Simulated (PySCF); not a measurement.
# UHF on Pt⁺ (platinum, charge +1)

Configuration: [Xe] 4f14 5d8 6p1, one real determinant (an excited configuration). Computed with PySCF 2.14 in ANO-RCC-VTZP (8s7p5d3f1g, 84 functions), with scalar relativity by spin-free X2C-1e.

```
Total energy                                                  : -18408.960394 hartree
One-electron energy                                           : -25216.2518 hartree
Hartree (Coulomb) energy                                      : 7163.1369 hartree
Exchange energy                                               : -355.8455 hartree
⟨S²⟩                                                          : 3.7533
⟨L²⟩                                                          : 14.061
Sum of ⟨r⟩                                                    : 43.59 bohr
Sum of ⟨r²⟩                                                   : 55.96 bohr²
Traceless quadrupole moment −½Σ⟨3z² − r²⟩ along its main axis : -5.51 e·bohr²
Langevin diamagnetic susceptibility                           : -44.3 ×10⁻⁶ cm³/mol
```

```json
{"shell": "1s α", "electrons": "1", "mean orbital energy (eV)": "-78820.4", "spread (eV)": "0", "rms radius, mean of both spins (bohr)": "0.0194"}
{"shell": "1s β", "electrons": "1", "mean orbital energy (eV)": "-78820.4", "spread (eV)": "0", "rms radius, mean of both spins (bohr)": "0.0194"}
{"shell": "2s α", "electrons": "1", "mean orbital energy (eV)": "-14006.9", "spread (eV)": "0", "rms radius, mean of both spins (bohr)": "0.0782"}
{"shell": "2s β", "electrons": "1", "mean orbital energy (eV)": "-14006.7", "spread (eV)": "0", "rms radius, mean of both spins (bohr)": "0.0782"}
{"shell": "2p α", "electrons": "3", "mean orbital energy (eV)": "-12188.1", "spread (eV)": "0.017", "rms radius, mean of both spins (bohr)": "0.0716"}
{"shell": "2p β", "electrons": "3", "mean orbital energy (eV)": "-12187.8", "spread (eV)": "0.022", "rms radius, mean of both spins (bohr)": "0.0716"}
{"shell": "3s α", "electrons": "1", "mean orbital energy (eV)": "-3367.4", "spread (eV)": "0", "rms radius, mean of both spins (bohr)": "0.200"}
{"shell": "3s β", "electrons": "1", "mean orbital energy (eV)": "-3367.3", "spread (eV)": "0", "rms radius, mean of both spins (bohr)": "0.200"}
{"shell": "3p α", "electrons": "3", "mean orbital energy (eV)": "-2826.4", "spread (eV)": "0.009", "rms radius, mean of both spins (bohr)": "0.202"}
{"shell": "3p β", "electrons": "3", "mean orbital energy (eV)": "-2826.3", "spread (eV)": "0.041", "rms radius, mean of both spins (bohr)": "0.202"}
{"shell": "3d α", "electrons": "5", "mean orbital energy (eV)": "-2214.0", "spread (eV)": "0.127", "rms radius, mean of both spins (bohr)": "0.185"}
{"shell": "3d β", "electrons": "5", "mean orbital energy (eV)": "-2213.7", "spread (eV)": "0.369", "rms radius, mean of both spins (bohr)": "0.185"}
{"shell": "4s α", "electrons": "1", "mean orbital energy (eV)": "-769.81", "spread (eV)": "0", "rms radius, mean of both spins (bohr)": "0.441"}
{"shell": "4s β", "electrons": "1", "mean orbital energy (eV)": "-769.46", "spread (eV)": "0", "rms radius, mean of both spins (bohr)": "0.441"}
{"shell": "4p α", "electrons": "3", "mean orbital energy (eV)": "-588.55", "spread (eV)": "0.004", "rms radius, mean of both spins (bohr)": "0.469"}
{"shell": "4p β", "electrons": "3", "mean orbital energy (eV)": "-588.19", "spread (eV)": "0.088", "rms radius, mean of both spins (bohr)": "0.469"}
{"shell": "4d α", "electrons": "5", "mean orbital energy (eV)": "-359.31", "spread (eV)": "0.364", "rms radius, mean of both spins (bohr)": "0.503"}
{"shell": "4d β", "electrons": "5", "mean orbital energy (eV)": "-358.79", "spread (eV)": "0.817", "rms radius, mean of both spins (bohr)": "0.503"}
{"shell": "5s α", "electrons": "1", "mean orbital energy (eV)": "-134.26", "spread (eV)": "0", "rms radius, mean of both spins (bohr)": "1.02"}
{"shell": "5s β", "electrons": "1", "mean orbital energy (eV)": "-131.44", "spread (eV)": "0", "rms radius, mean of both spins (bohr)": "1.02"}
{"shell": "4f α", "electrons": "7", "mean orbital energy (eV)": "-104.52", "spread (eV)": "0.427", "rms radius, mean of both spins (bohr)": "0.564"}
{"shell": "4f β", "electrons": "7", "mean orbital energy (eV)": "-104.18", "spread (eV)": "0.147", "rms radius, mean of both spins (bohr)": "0.564"}
{"shell": "5p α", "electrons": "3", "mean orbital energy (eV)": "-84.574", "spread (eV)": "0.081", "rms radius, mean of both spins (bohr)": "1.18"}
{"shell": "5p β", "electrons": "3", "mean orbital energy (eV)": "-80.537", "spread (eV)": "0.337", "rms radius, mean of both spins (bohr)": "1.18"}
{"shell": "5d α", "electrons": "5", "mean orbital energy (eV)": "-24.699", "spread (eV)": "1.274", "rms radius, mean of both spins (bohr)": "1.69"}
{"shell": "5d β", "electrons": "3", "mean orbital energy (eV)": "-22.906", "spread (eV)": "0.400", "rms radius, mean of both spins (bohr)": "1.69"}
{"shell": "6p α", "electrons": "1", "mean orbital energy (eV)": "-10.414", "spread (eV)": "0", "rms radius, mean of both spins (bohr)": "3.64"}
```

⟨L²⟩ = 14.06 against 20 for a pure G term, so this real determinant mixes terms. Spin-orbit coupling, absent here, splits the open shell strongly.

Densities and radii are taken from the X2C orbitals without a picture-change correction, which distorts them close to the nucleus.

Spin-orbit constants ζ (cm⁻¹) from the X2C one-electron operator on these orbitals: bare nucleus, nucleus screened by l(l+1)(2l+1)/3 electrons, and screened by the Breit-Pauli mean field of the electrons.

```csv
shell,bare,screened nucleus,mean field
2p,8682000,8460000,n/a
3p,1929000,1879000,n/a
3d,298200,260000,n/a
4p,454100,442500,n/a
4d,61740,53820,n/a
4f,12150,7789,n/a
5p,69500,67720,n/a
5d,5456,4757,n/a
6p,5367,5229,n/a
```

To first order the Landé constant is A = -753.3 cm⁻¹, so the lowest level has J = 11/2 and lies 0.560 eV below the centre of the term. This holds in LS coupling only.
